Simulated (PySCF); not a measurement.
## C₆ coefficients of unlike pairs at PBE0

Calculated with PySCF 2.14 from the dipole response of each species, C₆(A,B) = (3/π) ∫ α_A(iu) α_B(iu) du, in atomic units, from isotropic polarisabilities. For ions this is the dispersion term alone; charge-induced terms of lower order in 1/R come first.

```csv
species,configuration,basis,relativity,α (bohr³),C₆ (like pair)
N³⁺,[He] 2s2 (1S),aug-cc-pCVQZ-DK (9s8p6d4f2g),spin-free X2C,2.120,2.103
Be,[He] 2s2 (1S),aug-cc-pVTZ-DK (5s4p3d2f),spin-free X2C,43.02,259.9
F³⁺,[He] 2s2 2p2 (3P),dyall-av3z (15s9p3d2f),spin-free X2C,0.9406,0.8464
Rh³⁺,[Kr] 4d6 (5D),aug-cc-pVDZ-PP with ECP28MDF (5s5p4d2f),core potential,4.634,21.19
```

(1) Estimate C₆ for F³⁺ with N³⁺.

No spin-orbit coupling is included.

The other pairs:

| pair | C₆ |
| --- | --- |
| F³⁺, Be | 9.884 |
| Rh³⁺, Be | 49.30 |
| Rh³⁺, N³⁺ | 6.276 |
| Rh³⁺, F³⁺ | 4.226 |
| Be, N³⁺ | 19.73 |

## Answers

(1) The integral gives 1.249. The combination rule 2 C_A C_B / (C_A α_B/α_A + C_B α_A/α_B) gives 1.253 and the geometric mean 1.334.
